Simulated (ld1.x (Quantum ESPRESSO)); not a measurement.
# Before and after: ultrasoft potential for Re

rhenium, ultrasoft, made with ld1.x (Quantum ESPRESSO) 7.5 (LDA (PZ), scalar-relativistic). Core [Xe] 4f14, reference 5d5 6s2 6p0. Waves: 6s (bound): rcut 2.10, rcutus 2.85 bohr; 6s channel at 0.7 Ry: rcut 2.10, rcutus 2.85 bohr; 6p (bound, empty): rcut 2.45, rcutus 2.85 bohr; 6p channel at 3.15 Ry: rcut 2.45, rcutus 2.85 bohr; 5d (bound): rcut 2.05, rcutus 2.70 bohr; 5d channel at -0.1 Ry: rcut 2.05, rcutus 2.70 bohr. Local part: all-electron potential smoothed inside 2.55 bohr (lloc = -1). Core correction: a·sin(br)/r model core, default radius (core density twice the valence density). Augmentation charge: built from norm-conserving waves at rcut, not smoothed further.

Change: waves 5d (bound): rcut 1.94, rcutus 2.06 bohr; 5d channel at -0.1 Ry: rcut 1.94, rcutus 2.06 bohr.

Cutoffs: the cutoffs (Ry, on a coarse ladder) from which the occupation-weighted sum of valence levels, in a spherical-Bessel basis at the reference potential, stays within 10 and 1 mRy of its value at 400 Ry; they do not see the model core or the augmentation charge, which bear on the density cutoff. Errors are all-electron minus pseudo energies relative to the spin-unpolarised reference configuration.

**Question.** What does the change do?

**Answer.** The potential gets harder (15 Ry and 21 Ry → 25 Ry and 40 Ry); the errors of the 9 common tests hardly move; neither file shows a bound ghost. A smaller radius makes the pseudo-wave follow the all-electron one further in, where it bends more sharply, so more plane waves are needed.

| quantity | base | changed |
| --- | --- | --- |
| cutoff, loose | 15 Ry | 25 Ry |
| cutoff, tight | 21 Ry | 40 Ry |
| loose cutoff by channel (10 mRy a level) | s 6 Ry, d 12 Ry | s 6 Ry, d 21 Ry |
| bound ghosts | none | none |
| error for 5d5 6s1 6p0, meV [ΔE 9.52 eV] | -7.8 | -7.7 |
| error for 5d5 6s0 6p0, meV [ΔE 26.20 eV] | -33 | -32 |
| error for 5d4 6s0 6p0, meV [ΔE 53.64 eV] | -109 | -107 |
| error for 5d6 6s0 6p0, meV [ΔE 9.72 eV] | -81 | -79 |
| error for 5d4 6s2 6p1, meV [ΔE 5.12 eV] | -59 | -57 |
| error for 5d4 6s2 6p0, meV [ΔE 10.19 eV] | -44 | -43 |
| error for 5d5 6s1 6p1, meV [ΔE 4.87 eV] | -2.5 | -2.5 |
| error for 5d5 6s2 6p0 (spin-polarised), meV [ΔE -3.11 eV] | +167 | +166 |
| error for 5d5 6s1 6p0 (spin-polarised), meV [ΔE 5.05 eV] | +207 | +207 |
| s: phases at 3.08 bohr within 0.05 rad from the reference energy up to (Ry; the scan ends near 5) | 2.2 | 2.2 |
| p: phases at 3.08 bohr within 0.05 rad from the reference energy up to (Ry; the scan ends near 5) | 2.8 | 2.8 |
| d: phases at 3.08 bohr within 0.05 rad from the reference energy up to (Ry; the scan ends near 5) | to the end of the scan | to the end of the scan |
| lowest overlap eigenvalue by channel | s 0.34, p 0.78, d 1.00 | s 0.34, p 0.78, d 0.77 |
